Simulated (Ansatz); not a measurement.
This geometry of a periodic cell of 19 atoms, Be18S (surface Be(0001), adsorbate S) is a first-order saddle point. Atoms 1 to 6 are held.

The calculation used DFT PBE, scalar-relativistic, plane waves, PAW (Ansatz). Settings: cutoff 420 eV, k mesh 5x4x1, fermi-dirac smearing 0.15 eV, no spin polarisation.

```xyz
19
Lattice="4.5800 0.0000 0.0000 3.4350 5.9496 0.0000 0.0000 0.0000 15.5884" Properties=species:S:1:pos:R:3
Be 0.000 0.000 1.000
Be 2.290 0.000 1.000
Be 1.145 1.983 1.000
Be 3.435 1.983 1.000
Be 2.290 3.966 1.000
Be 4.580 3.966 1.000
Be -0.028 1.307 2.795
Be 2.271 1.310 2.858
Be 1.119 3.288 2.785
Be 3.444 3.284 2.841
Be 2.299 5.306 2.862
Be 4.606 5.317 2.841
Be 0.081 -0.105 4.674
Be 2.404 0.011 4.765
Be 1.072 2.025 4.631
Be 3.349 2.088 4.685
Be 2.249 3.941 4.586
Be 4.610 3.975 4.613
S 3.844 0.883 6.225
```

Which two structures does it join? (They come from a converged band through this point; their orientation in space is the band's.)

Contacts lost: Be14–S19. Contacts made: Be13–S19. The atom that moves furthest is S19, by 2.29 Å.

Image 0:

```xyz
19
Lattice="4.5800 0.0000 0.0000 3.4350 5.9496 0.0000 0.0000 0.0000 15.5884" Properties=species:S:1:pos:R:3
Be 0.000 0.000 1.000
Be 2.290 0.000 1.000
Be 1.145 1.983 1.000
Be 3.435 1.983 1.000
Be 2.290 3.966 1.000
Be 4.580 3.966 1.000
Be -0.001 1.302 2.891
Be 2.288 1.310 2.767
Be 1.167 3.288 2.847
Be 3.409 3.297 2.851
Be 2.276 5.313 2.817
Be 4.591 5.315 2.836
Be -0.003 -0.070 4.594
Be 2.286 -0.091 4.740
Be 1.109 2.034 4.698
Be 3.467 2.030 4.698
Be 2.298 3.994 4.607
Be 4.569 3.982 4.593
S 2.290 1.341 6.214
```

Image 4:

Only the atoms that move by more than 0.05 Å are listed.
```
Be7 -0.002 1.310 2.767
Be8 2.289 1.302 2.891
Be13 -0.004 -0.091 4.740
Be14 2.287 -0.070 4.594
Be15 1.177 2.030 4.698
Be16 3.399 2.034 4.698
S19 4.580 1.341 6.214
```

How far does it lie above each of them?

0.276 eV above the first and 0.276 eV above the second. This is the barrier of this one path; another mechanism may lie lower. Limits of this set-up: coarse k mesh, thin slab, slab without dipole correction.

Run time: 19 min on 1 thread of Arm Neoverse V1 (shared host), peak memory 0.95 GiB.
